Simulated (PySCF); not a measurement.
Predicted microwave data (PBE0/pcSseg-1 in PySCF (dipole) on a GFN2-xTB geometry, gas phase) for one isomer of C5H7FOSi:

* Rotational constants: A = 2480, B = 1125, C = 850.3 MHz
* Dipole components: |μa| = 2.10 D, |μb| = 0.25 D, |μc| = 0.08 D
* Inertial defect: -58.64 u·Å²
* κ: -0.66

Question: Which candidate fits, each taken in the one conformer that was computed?
A. `[F:1][C:2]1=[CH:3][SiH2:4][O:5][CH:6]=[CH:7][CH2:8]1` with C2–C3–Si4–O5 -41°, C3–Si4–O5–C6 13°, Si4–O5–C6–C7 26°, C6–C7–C8–C2 -65°
B. `[CH2:1]=[C:2]([CH3:3])[SiH2:4][C:5]([F:6])=[C:7]=[O:8]` with C1–C2–Si4–C5 18°, C2–Si4–C5–F6 -150°

Answer: B. It is C=C(C)[SiH2]C(F)=C=O, an asymmetric top, point group C1. The candidates at the same level (rigid rotor, commonest isotopes):

```csv
SMILES,A (MHz),B (MHz),C (MHz),μa (D),μb (D),μc (D),Δ (u·Å²),point group,rotor
C=C(C)[SiH2]C(F)=C=O,2480,1125,850.3,2.10,0.25,0.08,-58.64,C1,asymmetric top
FC1=C[SiH2]OC=CC1,2660,1569,1081,0.26,0.43,0.49,-44.56,C1,asymmetric top
```

`FC1=C[SiH2]OC=CC1` has B 39 % too high. No structure here is proved a minimum.
